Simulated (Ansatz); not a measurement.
`N[BH][SbH2]` + HCl → `[Cl][SbH2]` + `BN` at 600 K and 1 bar (cleavage of the Sb–B bond).

Calculated with Ansatz (gas phase, PBE0-D4/def2-TZVP geometries, no zero-point term in ΔE). CBS: MP2 limit from def2 TZ/QZ plus the TZ coupled-cluster correction, frozen cores. This one scheme is used for every species. def2 core potentials past Kr. For Sb outer-core shells are correlated without core-valence functions, which leaves a few kJ/mol of doubt a bond. Each species was taken in one conformer, which may not be the lowest.

```tsv
species	CCSD(T)/CBS energy (Eh)	H − E (kJ/mol)	S (J/(mol·K))
`N[BH][SbH2]`	-322.54254	188.3	381.8
HCl	-460.38127	35.4	207.2
`[Cl][SbH2]`	-701.00845	67.5	318.9
`BN`	-81.93499	155.9	270.2
```

H − E and S are ideal-gas, rigid-rotor, harmonic terms from PBE0-D4/def2-TZVP, for one conformer and one mirror image of each species. 1 Eh = 2625.50 kJ/mol, R = 8.31446 J/(mol·K).

Q: By hand: ΔE, ΔH, ΔS and ΔG.

A: ΔE = (-701.00845) + (-81.93499) − (-322.54254) − (-460.38127) = -0.01963 Eh = -51.5 kJ/mol. Δ(H − E) = 67.5 + 155.9 − 188.3 − 35.4 = -0.3, so ΔH = -51.8 kJ/mol. ΔS = 318.9 + 270.2 − 381.8 − 207.2 = 0.1 J/(mol·K). ΔG = -51.8 − 600 × (0.1)/1000 = -51.9 kJ/mol.

Q: By hand: the equilibrium constant, and the temperature at which ΔG would vanish if ΔH and ΔS stayed fixed.

A: log₁₀ K = −ΔG/(RT ln 10) = 4.5. ΔH and −TΔS have one sign here, so there is no such temperature.

The number of gas molecules stays the same, so ΔS is small and ΔH decides. A doubt of 5 kJ/mol in ΔE shifts log₁₀ K by 0.4 here. Other conformers and mirror images would add mixing entropy, several J/(mol·K) or more a flexible species. These are equilibria of isolated gas molecules and say nothing of rates. Largest T1 diagnostic: 0.014 (customary marks: 0.02 for closed shells, 0.045 for open ones).

ΔS is within the doubt of such terms, so its sign, and with it that verdict, could turn.
